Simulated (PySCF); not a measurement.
**Correlation energy of Bi (bismuth, neutral)**

[Xe] 4f14 5d10 6s2 6p2 6d1, one real determinant (an excited configuration). All numbers are calculated (PySCF 2.14, scalar relativity through the core potential, in aug-cc-pVTZ-PP with ECP60MDF). Frozen: 5s2 5p6 5d10; 5 electrons correlated.

```json
{"level": "CCSD", "correlation energy (mhartree)": "-61.39"}
{"level": "(T)", "correlation energy (mhartree)": "-2.55"}
{"level": "CCSD(T)", "correlation energy (mhartree)": "-63.94"}
```

Diagnostics: T1 = 0.021, D1 = 0.0625, largest double amplitude 0.159.

The real determinant used has ⟨L²⟩ near 8 against 12 for a pure F term, so it mixes terms. Spin-orbit coupling is strong in this species (close to jj coupling), so the high-spin LS determinant is a model state, not a physical level. The outer electron is Rydberg-like, and this basis confines it to a smaller radius and binds it less than a complete one would. A double-excitation amplitude exceeds 0.15, a sign of near-degeneracy.

Cost of the coupled-cluster step: about 2 core-seconds, for 5 correlated electrons.

The reference is one real determinant that mixes LS terms of this configuration.

Spin-orbit coupling is strong in this species, so the high-spin LS determinant is a model state.
